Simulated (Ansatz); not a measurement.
Species: C2H9P2Si, charge 0, multiplicity 2. It need not be the lowest isomer of its formula. SMILES: P[Si](P)([CH2])C
Structure (B3LYP-D3(BJ)/def2-TZVP (Ansatz, a program for electronic structure) minimum search):
```xyz
14

C     -0.6822     1.5751    -1.2287
Si    -0.3721     0.1188    -0.1614
C     -1.9314    -0.8923     0.0898
P      1.2103    -1.2609    -1.0550
P      0.3743     0.8540     1.8572
H     -1.5658     1.6680    -1.8514
H      0.0443     2.3705    -1.3527
H     -2.3185    -1.2494    -0.8671
H     -2.7065    -0.2911     0.5688
H     -1.7360    -1.7622     0.7191
H      0.6901    -1.2359    -2.3768
H      2.1427    -0.2204    -1.2980
H      1.0169    -0.3664     2.1957
H      1.5552     1.4313     1.3209
```
Charge 0, spin multiplicity 2.

Wanted: atomisation energy (electronic, to ground-state atoms), in eV. Valence correlation only, unless marked. UHF or UKS for open shells. Spin-orbit coupling is left out. Non-relativistic. The coupled-cluster limit lacks core correlation, which all-electron functionals hold. Basis-set limits of correlation are two-point, X^-3; Hartree-Fock from the larger set. [CCSD(T)-MP2]/basis is that difference in the basis named.

```tsv
level	program	atomisation energy (eV)	minus last row
HF/6-31G	Ansatz	30.02	-17.41
HF/6-31G*	Ansatz	34.07	-13.36
r2SCAN/def2-TZVPD	Ansatz	47.59	0.16
PBE0/6-31G*	Ansatz	46.74	-0.69
PBE0/def2-TZVPD	Ansatz	47.24	-0.19
BHLYP-D3(BJ)/def2-TZVPD	Ansatz + dftd3	46.92	-0.51
BHLYP-D4/def2-TZVPD	Ansatz + dftd4	46.84	-0.59
BHLYP/def2-TZVPD	Ansatz	46.30	-1.13
r2SCAN0/def2-TZVPD	Ansatz	47.14	-0.29
HSE06-D4/def2-TZVPD	Ansatz + dftd4	47.62	0.19
CAM-B3LYP-D3(BJ)/def2-TZVPD	Ansatz + dftd3	47.70	0.27
PBE-QIDH/def2-TZVPD	Ansatz	46.79	-0.64
MP2/STO-3G	Ansatz	50.25	2.82
MP2/CBS(cc-pV(T+d)Z,cc-pV(Q+d)Z)	Ansatz	47.20	-0.23
SCS-MP2/cc-pV(D+d)Z	Ansatz	43.20	-4.23
SCS-MP2/cc-pV(T+d)Z	Ansatz	46.12	-1.31
CCSD/6-31G	Ansatz	37.40	-10.03
CCSD/cc-pV(D+d)Z	Ansatz	42.76	-4.67
CCSD/cc-pV(T+d)Z	Ansatz	45.40	-2.03
RI-MP2/CBS(cc-pV(T+d)Z,cc-pV(Q+d)Z)+[CCSD(T)-MP2]/cc-pV(D+d)Z	Ansatz	47.33	-0.10
CCSD(T)/CBS(cc-pV(T+d)Z,cc-pV(Q+d)Z)	Ansatz	47.43	0.00
```
